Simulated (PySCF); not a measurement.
A PySCF script (with the pyscf-properties extension) for the NMR shieldings of SMILES C[C@@H]1C[C@@H]2[C@H](C1)[C@H]2[Al]([F])[F], C7H11AlF2, on a GFN2-xTB geometry:

```python
import basis_set_exchange as bse
import numpy as np
from pyscf import gto, dft
from pyscf.prop import nmr

atoms = """
C    -2.777403   -0.263708   -0.180414
C    -1.265703   -0.447865   -0.164685
C    -0.657861   -0.259248    1.238668
C     0.724724    0.308711    1.004420
C     0.798414    0.813156   -0.391208
C    -0.536784    0.572036   -1.060626
C     1.594005   -0.421094   -0.004147
Al    3.535233   -0.214355    0.173744
F     4.129603    1.226343    0.719325
F     4.652218   -1.373895   -0.182327
H    -3.257452   -0.995534    0.465523
H    -3.164590   -0.390843   -1.189026
H    -3.046559    0.731206    0.168137
H    -1.047037   -1.459379   -0.518804
H    -1.245872    0.464298    1.807792
H    -0.637522   -1.193954    1.800446
H     1.194744    0.839966    1.821475
H     1.325161    1.726542   -0.635145
H    -0.435432    0.210040   -2.084583
H    -1.093933    1.511263   -1.087607
H     1.203128   -1.366744   -0.365703
"""
names = dict.fromkeys(["C", "Al", "F", "H"], "pcSseg-1")
basis = {el: gto.basis.parse(bse.get_basis(n, elements=[el], fmt="nwchem")) for el, n in names.items()}
mol = gto.M(atom=atoms, basis=basis, charge=0, verbose=0)
mf = dft.RKS(mol, xc="PBE0")
mf.grids.level = 2
mf.grids.alignment = dft.numint.BLKSIZE   # the property module wants whole blocks of grid points
mf.conv_tol = 1e-9
mf.kernel()

calc = nmr.RKS(mf)   # GIAO
C = mf.mo_coeff
Co = C[:, mf.mo_occ > 0]
resp = mf.gen_response(singlet=True, hermi=2)
def vind(x):   # induced exchange potential for any number of trial vectors
    d = np.einsum("pi,xij,qj->xpq", C, 2 * x.reshape(-1, C.shape[1], Co.shape[1]), Co, optimize=True)
    return np.einsum("xpq,pi,qj->xij", resp(d - d.transpose(0, 2, 1)), C, Co, optimize=True).ravel()
mo1, _ = nmr.rhf.solve_mo1(calc, with_cphf=vind)
sigma = calc.kernel(mo1)
for i, s in enumerate(sigma):   # ppm
    w = np.linalg.eigvalsh((s + s.T) / 2)
    print("%2d %-2s iso %8.1f  s11 %8.1f  s22 %8.1f  s33 %8.1f" % (i, mol.atom_pure_symbol(i), w.mean(), *w))
```

Task: Give the expected output.

Result: 
```
 0 C  iso    164.7  s11    148.0  s22    159.8  s33    186.4
 1 C  iso    155.5  s11    128.5  s22    165.4  s33    172.6
 2 C  iso    146.3  s11    118.5  s22    150.4  s33    169.9
 3 C  iso    163.2  s11    125.9  s22    153.2  s33    210.4
 4 C  iso    163.2  s11    126.0  s22    153.2  s33    210.4
 5 C  iso    146.1  s11    118.2  s22    150.3  s33    169.9
 6 C  iso    186.8  s11    161.9  s22    176.9  s33    221.7
 7 Al iso    457.5  s11    397.0  s22    427.5  s33    548.0
 8 F  iso    346.5  s11    260.0  s22    338.2  s33    441.4
 9 F  iso    334.9  s11    250.2  s22    314.1  s33    440.5
10 H  iso     30.5  s11     25.4  s22     27.8  s33     38.1
11 H  iso     30.5  s11     25.4  s22     27.8  s33     38.1
12 H  iso     31.1  s11     27.0  s22     29.4  s33     36.9
13 H  iso     30.0  s11     24.9  s22     29.6  s33     35.6
14 H  iso     30.3  s11     24.9  s22     29.1  s33     36.8
15 H  iso     29.7  s11     25.0  s22     28.1  s33     36.0
16 H  iso     30.3  s11     22.4  s22     28.4  s33     40.1
17 H  iso     30.3  s11     22.4  s22     28.4  s33     40.1
18 H  iso     29.7  s11     25.0  s22     28.1  s33     36.0
19 H  iso     30.3  s11     24.9  s22     29.1  s33     36.7
20 H  iso     32.6  s11     24.0  s22     32.8  s33     40.8
```

These numbers come from an equivalent density-fitted implementation of the same equations, which agrees with the script to about 0.01 ppm for H and up to a few tenths of a ppm for heavy atoms, so last digits may differ.

Size and cost of the density-fitted run: 232 basis functions, 2.8 min wall time (2.2 min CPU) on 1 thread of an Intel Xeon, shared host; peak memory 1.1 GiB.
